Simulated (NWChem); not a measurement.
# C₃H₇O₂, doublet; SMILES C[C](O)CO

```xyz
12

C     -1.2739    -1.1060     0.0976
C      0.0465    -0.5375    -0.2721
O      1.0812    -1.0677     0.4529
C      0.1852     0.8874    -0.6840
O     -0.1065     1.8098     0.3519
H     -1.6290    -0.7265     1.0762
H     -2.0355    -0.8404    -0.6499
H     -1.2163    -2.2025     0.1717
H      1.9105    -0.7108     0.1129
H     -0.5173     1.1137    -1.5007
H      1.2078     1.0552    -1.0901
H      0.4027     1.5405     1.1246
```
Atoms are numbered in this order, from 1.

Results from NWChem. Spin-unrestricted. The geometry was optimised at PBE0/def2-SVP, spin-unrestricted. Not confirmed as a minimum by frequencies. No stability test was run on the SCF state. Level: M06-2X/def2-SVP with COSMO at NWChem's default radii, gas-phase geometry; the question gives the dielectric constant. Reactions with the solvent are ignored.

Problem. Predict the results for dielectric constant 25.0. Quantities: electrostatic solvation energy (kcal/mol); dipole in solution (D).

Solution. The electrostatic solvation energy (kcal/mol) is -8.6 and the dipole in solution (D) comes out as 1.91.
